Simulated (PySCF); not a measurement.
From one molecule to another.

First species: C₈H₈N₂.
InChI=1S/C8H8N2/c1-2-3-7-4-5-8(6-9)10-7/h2,4-5,10H,1,3H2

Second species: C2H7AsOSi.
SMILES: `CC(=O)[SiH2][AsH2]`

Levels: PBE0/def2-SVPD for dipole moment, HOMO energy, LUMO energy, HOMO–LUMO gap, static isotropic polarisability and electronic spatial extent ⟨r²⟩ about the centre of nuclear charge; TDDFT PBE0/def2-SVPD for lowest singlet excitation; PBE0-D3(BJ)/def2-SVP for rotational constant A and rotational constant C. Geometries: PBE0-D3(BJ)/def2-SVP. All species are isolated and taken at one optimised geometry, non-relativistic unless stated; the electronic structure was computed with PySCF and density fitting.

The conformers computed, where there is a choice (atom-mapped SMILES and torsion angles):
- `[CH2:1]=[CH:2][CH2:3][c:4]1[cH:5][cH:6][c:7]([C:8]#[N:9])[nH:10]1`: C1–C2–C3–C4 114°, C2–C3–C4–C5 138°
- `[CH3:1][C:2](=[O:3])[SiH2:4][AsH2:5]`: C1–C2–Si4–As5 -178°, H–As5–Si4–C2 166°, H–As5–Si4–C2 74°

(1) Which of the two has the higher S1 energy, and by how much?

(2) Which has the higher dipole moment?

(3) Which of the two has the higher HOMO–LUMO gap, and by how much?

(4) Which has the higher HOMO energy?

(5) Which has the higher ⟨r²⟩?

(6) Which has the higher static isotropic polarisability?

(7) Which has the higher rotational constant A?

(8) Which of the two has the higher LUMO energy, and by how much?

Results:

(1) The first: 5.28 eV against 3.57 eV, a difference of 1.71 eV.

(2) The first: 5.18 D against 2.63 D, a difference of 2.55 D.

(3) The first: 5.86 eV against 5.70 eV, a difference of 0.16 eV.

(4) The first: -6.65 eV against -7.05 eV, a difference of 0.40 eV.

(5) The first: 1733 bohr² against 1126 bohr², a difference of 607 bohr².

(6) The first: 109.1 au against 91.1 au, a difference of 18.0 au.

(7) The second: 5.785 GHz against 2.523 GHz, a difference of 3.262 GHz.

(8) The first: -0.79 eV against -1.35 eV, a difference of 0.56 eV.

On the first: The dipole equals about 17.3 × 10⁻³⁰ C·m (1 D = 3.33564 × 10⁻³⁰ C·m). A dipole of 5.18 D is allowed in C1, and pure rotational transitions are dipole-allowed.

On the second: The dipole equals about 8.8 × 10⁻³⁰ C·m (1 D = 3.33564 × 10⁻³⁰ C·m). No computed singlet falls in the visible range (750 to 380 nm, 1.65 to 3.26 eV); S1 lies 0.31 eV above its blue end. The calculation is non-relativistic and has no spin–orbit coupling, an omission that weighs most on arsenic.
